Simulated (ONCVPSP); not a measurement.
## thallium (Tl), ONCV: configuration errors across variants

ONCVPSP 4.0.1 input, shortened (lines: element, Z, core and valence counts, functional; n l f; lmax; l rc ep ncon nbas qcut; lloc lpopt rc5 dvloc0; l nproj debl; icmod fcfact rcfact), PBEsol, scalar-relativistic:

```
  Tl 81.00   12    3  -116133      upf
    1    0    2.00
    2    0    2.00
    2    1    6.00
    3    0    2.00
    3    1    6.00
    3    2   10.00
    4    0    2.00
    4    1    6.00
    4    2   10.00
    4    3   14.00
    5    0    2.00
    5    1    6.00
    5    2   10.00
    6    0    2.00
    6    1    1.00
    2
    0    2.00    0.00    4    9    3.00
    1    2.20    0.00    5    8    3.00
    2    1.50    0.00    5   10   10.20
    4    5    1.50    6.00
    0    2    1.40
    1    1    3.30
    2    1    3.30
    3    1.75    1.50
```

All-electron excitation energies from the reference (eV): (1) 5d10 6s2 6p0 5.148; (2) 5d10 6s1 6p0 25.992; (3) 5d10 6s1 6p1 13.513.

1 further variants failed, have other tests or another functional or relativity, and are left out.

Errors AE − PS in meV (a dash: test not solved or not reliable):

| change | (1) | (2) | (3) | bound ghosts | GHOST(+) flags above zero |
| --- | --- | --- | --- | --- | --- |
| base | -3.7 | -20 | -1.6 | none | s |
| core correction Teter function, fcfact 1.1, rcfact 1.5 | -3.7 | -19 | -1.0 | none | s |
| core correction Teter function, fcfact 1.75, rcfact 1.62 | -3.9 | -28 | -4.5 | none | s |
| s: nproj 1 | -2.9 | -11 | +1.0 | none | s |

Problem. Give the same row for: d: qcut 13.2.

Solution. -3.7, -19, -1.4; bound ghosts: none; GHOST(+) flags above zero: s.
